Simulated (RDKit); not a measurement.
A run for RDKit: MMFF94 on C3H10O (a complex), monomers drawn apart or pushed together.

```python
from rdkit import Chem
from rdkit.Chem import AllChem, rdDetermineBonds

blocks = [
'''5

C     0.10011535    0.04827125   -0.37655289
H     1.14705982    0.28507369   -0.56453862
H    -0.50866659    0.43419237   -1.19349579
H    -0.01936544   -1.03351848   -0.31961153
H    -0.21394075    0.50107125    0.56259293
''',
'''9

C     1.08815536    0.22723222    3.64826498
O    -0.29667171    0.45247616    3.50347021
C    -1.05160161   -0.73156765    3.63435177
H     1.46332475   -0.46385704    2.88234584
H     1.32413172   -0.18692819    4.63734141
H     1.58846260    1.18780525    3.53566674
H    -0.77394870   -1.46976567    2.87079522
H    -2.09999669   -0.46601293    3.50730008
H    -0.91367197   -1.18599712    4.62430118
''',
]
mol = None
for b in blocks:
    f = Chem.MolFromXYZBlock(b)
    rdDetermineBonds.DetermineBonds(f, charge=0)
    mol = f if mol is None else Chem.CombineMols(mol, f)
Chem.SanitizeMol(mol)
print(Chem.MolToSmiles(Chem.RemoveHs(mol)))
ff = AllChem.MMFFGetMoleculeForceField(mol, AllChem.MMFFGetMoleculeProperties(mol), nonBondedThresh=100.0, ignoreInterfragInteractions=False)
e = ff.CalcEnergy()
print(f'MMFF94 energy {e:.6f} kcal/mol')
```

Program output:

```
C.COC
MMFF94 energy 5.827107 kcal/mol
```

The run finished.

Cost: around 0.020 core-seconds (rough).
